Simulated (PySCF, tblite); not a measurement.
# Complex of LiCl and formamide

A gas-phase complex of LiCl and formamide; neutral, singlet. The structure comes from a short search (6 tight-binding starts) and was relaxed by PBE0-D3(BJ)/def2-SVPD; another way of binding may lie lower. Frequencies by PBE0-D3(BJ)/def2-SVPD show no clear imaginary mode.

```tsv
part	name	SMILES	atoms	charge	multiplicity
1	LiCl	[Li][Cl]	1–2	0	1
2	formamide	NC=O	3–8	0	1
```

```csv
atom,part,x (Å),y (Å),z (Å)
Li1,1,0.783,1.005,-0.279
Cl2,1,0.092,-0.881,-1.012
N3,2,1.465,0.882,-3.233
C4,2,1.812,1.995,-2.607
O5,2,1.610,2.219,-1.407
H6,2,1.657,0.765,-4.217
H7,2,0.987,0.130,-2.701
H8,2,2.314,2.755,-3.237
```

Contacts between parts, classed by geometry: Li1···O5 1.852 Å (ion contact); H7···Cl2 2.163 Å (hydrogen bond, 158°).

Interaction energies are complex less parts, with the parts frozen as they stand in it; counterpoise-corrected, in kcal/mol (PySCF).

Q: Give the interaction energy at each level run.

A: 
```tsv
level	interaction	superposition error removed
wB97M-D3(BJ)/def2-TZVPD	-35.40	-0.29
PBE0-D3(BJ)/def2-TZVPD	-36.55	-0.30
```

Q: What holds them together? Decompose the wB97M-D3(BJ)/def2-TZVPD energy: frozen parts, their antisymmetrised product, then relaxation.

A: electrostatic -46.9, Pauli repulsion +31.8, orbital relaxation -18.8, dispersion correction -1.8 kcal/mol, which sum to the value before the counterpoise correction; the Pauli term holds the exchange-correlation of the frozen density too. Of the attraction, 69 % is electrostatic, 28 % is orbital relaxation, 3 % is dispersion correction.

The parts were also relaxed and run alone, at the levels used for the complex: vibrations by PBE0-D3(BJ)/def2-SVPD; shieldings by PBE0/pcSseg-2.

Q: What does binding change?

A: 
```
                              property             alone  in the complex              change
                        N3–H7 bond (Å)             1.011           1.038              +0.027
stretch carried by H7 (cm⁻¹, harmonic)  2971, 3621, 3766            3204  -249 from the mean
       its infrared intensity (km/mol)        87, 46, 53             900                    
                shielding of Li1 (ppm)              87.8            88.6                +0.8
                 shielding of O5 (ppm)             -95.7            13.5              +109.2
                 shielding of H7 (ppm)             26.64           19.73               -6.91
                shielding of Cl2 (ppm)            1015.9           998.5               -17.4
```
